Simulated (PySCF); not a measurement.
# Energy of In (indium, neutral) between two integer charges

The 5p alpha orbital of [Kr] 4d10 5s2 5p1 is emptied in steps (occupation f), with all orbitals relaxed, ending at [Kr] 4d10 5s2. All numbers are calculated (PySCF 2.14, a scalar-relativistic core potential, in def2-TZVPPD with the def2 core potential (28 electrons) (7s5p4d2f, 56 functions)). The exact energy is a straight line in f; departures are measured from the line between the end points of the same method.

```json
{"f": "1", "UHF (eV)": "0.000", "LDA (eV)": "0.000", "PBE (eV)": "0.000", "PBE0 (eV)": "0.000", "r2SCAN (eV)": "0.000", "LC-wPBE (eV)": "0.000", "BHandHLYP (eV)": "0.000", "wB97X (eV)": "0.000", "r2SCAN0 (eV)": "0.000", "BLYP (eV)": "0.000"}
{"f": "0.8", "UHF (eV)": "0.041", "LDA (eV)": "-0.464", "PBE (eV)": "-0.448", "PBE0 (eV)": "-0.326", "r2SCAN (eV)": "-0.426", "LC-wPBE (eV)": "0.011", "BHandHLYP (eV)": "-0.223", "wB97X (eV)": "-0.036", "r2SCAN0 (eV)": "-0.314", "BLYP (eV)": "-0.464"}
{"f": "0.6", "UHF (eV)": "0.060", "LDA (eV)": "-0.703", "PBE (eV)": "-0.677", "PBE0 (eV)": "-0.489", "r2SCAN (eV)": "-0.637", "LC-wPBE (eV)": "0.019", "BHandHLYP (eV)": "-0.335", "wB97X (eV)": "-0.057", "r2SCAN0 (eV)": "-0.466", "BLYP (eV)": "-0.704"}
{"f": "0.4", "UHF (eV)": "0.059", "LDA (eV)": "-0.709", "PBE (eV)": "-0.680", "PBE0 (eV)": "-0.488", "r2SCAN (eV)": "-0.629", "LC-wPBE (eV)": "0.023", "BHandHLYP (eV)": "-0.336", "wB97X (eV)": "-0.060", "r2SCAN0 (eV)": "-0.458", "BLYP (eV)": "-0.710"}
{"f": "0.2", "UHF (eV)": "0.039", "LDA (eV)": "-0.475", "PBE (eV)": "-0.455", "PBE0 (eV)": "-0.324", "r2SCAN (eV)": "-0.408", "LC-wPBE (eV)": "0.019", "BHandHLYP (eV)": "-0.225", "wB97X (eV)": "-0.043", "r2SCAN0 (eV)": "-0.295", "BLYP (eV)": "-0.477"}
{"f": "0", "UHF (eV)": "0.000", "LDA (eV)": "0.000", "PBE (eV)": "0.000", "PBE0 (eV)": "0.000", "r2SCAN (eV)": "0.000", "LC-wPBE (eV)": "0.000", "BHandHLYP (eV)": "0.000", "wB97X (eV)": "0.000", "r2SCAN0 (eV)": "0.000", "BLYP (eV)": "0.000"}
```

Question: For LDA, how does the orbital energy at f = 1 compare with the removal energy?

Answer: −ε = 2.845 eV against a total-energy difference of 5.710 eV. By Janak's theorem ε = ∂E/∂f, so the gap between them reflects the curvature. Along the path −ε is 3.943 (f = 0.8), 5.092 (f = 0.6), 6.278 (f = 0.4), 7.484 (f = 0.2) eV.

```tsv
method	E(f=0) − E(f=1) (eV)	−ε at f=1 (eV)	−ε at f=0.4 (eV)
UHF	5.216	5.477	5.161
LDA	5.710	2.845	6.278
PBE	5.584	2.810	6.137
PBE0	5.616	3.584	6.029
r2SCAN	5.705	3.043	6.286
LC-wPBE	5.712	5.769	5.714
BHandHLYP	5.544	4.157	5.819
wB97X	5.505	5.294	5.537
r2SCAN0	5.723	3.753	6.160
BLYP	5.481	2.617	6.045
```

Reference removal energy between the ground levels: 5.786 eV (measured; NIST Atomic Spectra Database, ionization energies). The calculation has no spin-orbit coupling. UHF lacks correlation.
